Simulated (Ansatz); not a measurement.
Input for Ansatz (a first-principles code): R-r2SCAN/def2-TZVPP on OH (SMILES [OH+]), 2S+1 = 1, a spin state set in the input, which need not be the lowest, at the other state's geometry. Charge +1.

Ansatz 0.2 input:
```yaml
crystal:
  periodic: [false, false, false]
  atoms:
    - {symbol: O, position_ang: [-0.00000000, -0.00000000, -0.11562548]}
    - {symbol: H, position_ang: [0.00000000, 0.00000000, 0.92500384]}
basis:
  gaussian:
    orbitals: def2-TZVPP
hamiltonian:
  xc: {name: r2SCAN}
total_charge: 1
```

The head of its log:

```
WARN ansatz: RAYON_NUM_THREADS=2 ignored (pool sized by the plan → 2); use --threads N
Functional definition: r2SCAN
integrals: 0.00 GiB planned
210 factors; their error is unknown
mean field: 0.07 GiB planned
mean field evaluation 1: about -2040.8663 eV, gradient 4.6e1 eV
mean field evaluation 2: about -2040.4849 eV, gradient 4.8e1 eV
```

Give the final energy of this run.

-75.1257 hartree.
